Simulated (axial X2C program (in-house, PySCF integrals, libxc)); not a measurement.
**Excited states of SnS by EOM-EE-CCSD**

Computed with an in-house all-electron X2C program for linear molecules (integrals from PySCF): two-component X2C with atomic mean-field Coulomb and Gaunt terms, Gaussian nuclei, basis Sn dyall-acv3z, S dyall-av3z with contracted cores.

R = 2.212 Å (near the PBE0 minimum at charge 0 of the determinant lowest at the starting distance; the state shown can have its own minimum elsewhere).

Vertical excitation energies from the closed-shell determinant state of SnS:

| Ω | excitation (eV) | cm⁻¹ | hole of the leading pair | particle of the leading pair | weight of the pair (for Ω = 0 its time-reversed partner can hold as much again) | singles weight |
| --- | --- | --- | --- | --- | --- | --- |
| 1 | 2.704 | 21808 | 73% S pπ, 15% Sn pπ, 6% Sn dπ | 62% Sn pπ, 16% S pπ, 12% S dπ | 0.67 | 0.93 |
| 0⁻ | 2.721 | 21948 | 69% S pπ, 16% Sn pπ | 62% Sn pπ, 16% S pπ, 12% S dπ | 0.31 | 0.93 |
| 0⁺ | 2.862 | 23084 | 38% Sn pσ, 36% S pσ, 19% Sn sσ | 64% Sn pπ, 13% S pπ, 10% Sn dπ | 0.47 | 0.94 |
| 0⁻ | 2.864 | 23096 | 38% Sn pσ, 36% S pσ, 19% Sn sσ | 64% Sn pπ, 13% S pπ, 10% Sn dπ | 0.46 | 0.94 |
| 1 | 2.958 | 23858 | 31% S pσ, 30% Sn pσ, 15% S pπ | 64% Sn pπ, 13% S pπ, 10% S dπ | 0.65 | 0.94 |
| 1 | 3.007 | 24249 | 63% S pπ, 17% Sn pπ | 63% Sn pπ, 15% S pπ, 11% S dπ | 0.86 | 0.93 |
| 2 | 3.043 | 24544 | 73% S pπ, 15% Sn pπ, 6% Sn dπ | 63% Sn pπ, 15% S pπ, 11% S dπ | 0.76 | 0.92 |
| 2 | 3.104 | 25036 | 38% Sn pσ, 36% S pσ, 20% Sn sσ | 65% Sn pπ, 11% S pπ, 10% Sn dπ | 0.93 | 0.94 |
| 3 | 3.214 | 25921 | 73% S pπ, 15% Sn pπ, 6% Sn dπ | 64% Sn pπ, 14% S pπ, 12% S dπ | 0.92 | 0.92 |

This point took 25 s on 1 thread of Arm Neoverse V2, with other jobs on the host.

Reference electrons by ω block (each with its −ω partner): 1/2: 22, 3/2: 9, 5/2: 2. 10 electrons of SnS correlated (inner shells frozen), 88 natural virtual spinors (a truncated set); levels can be off by some tenths of an eV. Roots sought by Ω: (0: 5, 1: 4, 2: 3, 3: 1); rows need 60 % singles weight and stop where some Ω has no more roots. Missing are any skipped roots, higher Ω and states of a further excitation; these come out far too high here and may in truth be low or lowest. T1 of the reference 0.027 (Lee–Taylor). Number of frozen shells: Sn 4 s, 3 p, 2 d; S 2 s, 1 p. Large amplitudes in the reference (orbital relaxation or multireference character) lower the reliability.
